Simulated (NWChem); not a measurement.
Molecule: BCl

All runs: NWChem. Each level has its own optimisation; frequencies are unscaled.

For level BP86/def2-TZVP:

| Property | Result |
|---|---|
| highest harmonic frequency (cm⁻¹) | 801 |
| dipole (D) | 1.61 |

### Question
What are these values for level LDA (Slater exchange, VWN5)/def2-SVP?

### Answer
* **highest harmonic frequency (cm⁻¹)**: 859
* **dipole (D)**: 2.04
